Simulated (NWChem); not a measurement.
System: C$_{4}$H$_{2}$F$_{2}$O; SMILES o1c(ccc1F)F

Here is an NWChem input.

```
start job
memory heap 200 mb stack 900 mb global 1100 mb
geometry units angstroms noautosym nocenter noautoz
  F     -2.222637     0.000000    -0.663658
  C     -1.070732     0.000000    -0.052665
  C     -0.721628     0.000000     1.254476
  C      0.721628     0.000000     1.254476
  C      1.070732     0.000000    -0.052665
  F      2.222637     0.000000    -0.663658
  O      0.000000     0.000000    -0.865749
  H     -1.393324     0.000000     2.108180
  H      1.393324     0.000000     2.108180
end
basis spherical
  F library sto-3g
  C library sto-3g
  O library sto-3g
  H library sto-3g
end
dft
  xc hfexch
  iterations 150
end
property
  shielding 5 1 2 3 7 8
end
task dft property
```

STO-3G and 3-21G are far too small for this property and stand as cheap habits. Structure relaxed at the PBE0/def2-SVP level.

GIAO values for the isolated, static molecule; σ is the absolute isotropic shielding, δ = σ(reference) − σ with the isolated reference molecule computed at the same levels (13C: tetramethylsilane, 19F: trichlorofluoromethane, 1H: tetramethylsilane, 17O: water).

Atoms are numbered as in the input.

### Question
Give the results of this calculation. (Hartree-Fock/STO-3G, GIAO.) Quantities: δ F1 (ppm); δ C2 (ppm); δ C3 (ppm); δ O7 (ppm); δ H8 (ppm).

### Answer
```json
{
 "δ F1 (ppm)": "-17.9",
 "δ C2 (ppm)": "131.4",
 "δ C3 (ppm)": "94.1",
 "δ O7 (ppm)": "137.6",
 "δ H8 (ppm)": "5.36"
}
```
